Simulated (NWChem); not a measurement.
CH$_{5}$BOS; SMILES COBS

```xyz
9

B     -0.9534    -0.0585    -0.0940
H     -2.1125    -0.3481    -0.2594
O     -0.5977     1.2310    -0.2322
C      0.7203     1.6921    -0.0648
H      0.7310     2.7775    -0.2338
H      1.0891     1.4880     0.9546
H      1.4058     1.2141    -0.7849
S      0.2767    -1.3290     0.3298
H     -0.5950    -2.3570     0.3329
```
Atoms are numbered in this order, from 1.

The geometry was optimised at PBE0/def2-SVP.

 Unshifted, non-relativistic core excitations; the lowest 4 roots alone, so stronger bands may lie above.

List the first C K-edge excitations from BHandHLYP/6-311G** (spherical d), restricted-window TDA (NWChem).


```
state  energy (eV)  dipole oscillator strength           leading excitation (squared amplitude)
-----  -----------  --------------------------  -----------------------------------------------
S1           287.2                      0.0430  1s of atom 4 or its equivalents → LUMO+1 (0.37)
S2           287.6                      0.0191    1s of atom 4 or its equivalents → LUMO (0.77)
S3           288.0                      0.0145  1s of atom 4 or its equivalents → LUMO+2 (0.34)
S4           288.2                      0.0468  1s of atom 4 or its equivalents → LUMO+4 (0.62)
```
